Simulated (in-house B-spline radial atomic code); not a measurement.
RPA and G0W0 on Hartree-Fock: Mo⁶⁺

Configuration [Ar] 3d10 4s2 4p6, mean-field start Hartree-Fock. Computed with an all-electron radial atomic-structure program (B-spline basis): all electrons, scalar-relativistic (spin-free one-electron X2C), finite nucleus, each spin shell either full or empty, empty states to l = 9 with an (l + 1/2)⁻⁴ tail; G0W0 by contour deformation at full frequency.

Command:
```bash
python run_gw.py task.json out
```
Settings (radii: box in bohr, nucleus in fm):
```
Z                        42
electrons                36
configuration            [Ar] 3d10 4s2 4p6
hamiltonian              x2c
method                   hf
lmax                     9
rms_radius               4.4091
spin_polarised           False
box_radius               9.29
intervals                67
```

Cost of the run: 1.1 s on 1 thread of AMD EPYC 9R45 96-Core Processor (shared host).

Energies (hartree):

```tsv
term	value
mean-field total	-4038.60964
Hartree-Fock functional on these orbitals	-4038.60964
direct second order	-2.825
second-order exchange	0.81534
SOSEX correction	0.77259
```

**Question.** What is the RPA correlation energy, and what remains with SOSEX?

**Answer.** RPA gives -2.5693 hartree (-1.94 eV per electron); RPA + SOSEX gives -1.7967, and the second-order doubles (MP2) -2.0096 hartree. SOSEX takes back 30 % of the RPA value.

Quasi-particle levels (eV):

```json
{"level": "4p", "occupied": "yes", "mean field": "-126.16", "Σx - vxc": "0.00", "Σc": "?", "QP weight": "?", "G0W0": "?"}
{"level": "4s", "occupied": "yes", "mean field": "-159.96", "Σx - vxc": "0.00", "Σc": "3.46", "QP weight": "0.908", "G0W0": "-156.50"}
{"level": "3d", "occupied": "yes", "mean field": "-335.71", "Σx - vxc": "0.00", "Σc": "4.93", "QP weight": "0.952", "G0W0": "-330.77"}
{"level": "4d", "occupied": "no", "mean field": "-67.06", "Σx - vxc": "0.00", "Σc": "-1.87", "QP weight": "0.981", "G0W0": "-68.94"}
```

G0W0 = mean field + (Σx - vxc) + Σc, with Σc (partial-wave tail included) taken at the quasi-particle energy. Only the outer levels were computed. Levels of low weight are left out.

**Question.** Where does G0W0 put 4p?

**Answer.** At -127.06 eV, with Σc = -0.90 eV and a quasi-particle weight of 0.974. The tabulated removal energy is 125.638 ± 0.025 eV (NIST, semi-empirical); the calculation leaves out spin-orbit coupling, Breit and QED terms, and what these don't explain is the method's own error.
